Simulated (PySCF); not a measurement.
## Working with the constants of RbAs

TPSS constants of RbAs, ³Σ⁻ (triplet), unpaired electrons π ↑↑ (PySCF, scalar-relativistic core potentials, basis sets Rb def2-SVP with ECP28, As def2-SVP; masses 84.9118 and 74.9216 u):

- ωe: 128.2 cm⁻¹
- ωexe: 0.414 cm⁻¹
- Be: 0.038708 cm⁻¹
- αe: 0.000162 cm⁻¹
- D (centrifugal): 1.41e-08 cm⁻¹
- De to Rb + As: 1.33 eV

Give the vibrational terms G(v) and spacings up to v = 6.

G(v) = ωe(v+½) − ωexe(v+½)².

| v | G(v) (cm⁻¹) | G(v) − G(v−1) | Bv (cm⁻¹) |
| --- | --- | --- | --- |
| 0 | 64.0 |  | 0.03863 |
| 1 | 191.4 | 127.4 | 0.03846 |
| 2 | 317.9 | 126.5 | 0.03830 |
| 3 | 443.6 | 125.7 | 0.03814 |
| 4 | 568.5 | 124.9 | 0.03798 |
| 5 | 692.6 | 124.1 | 0.03782 |
| 6 | 815.8 | 123.2 | 0.03766 |

How well does the Morse estimate ωe²/(4ωexe) reproduce De, and what is D0?

It gives 1.23 eV, 93 % of the computed De. D0 = De − G(0) = 1.33 − 0.01 = 1.32 eV.

Spin–orbit coupling is left out. The state was picked by a PBE0 search and need not be the measured ground state.
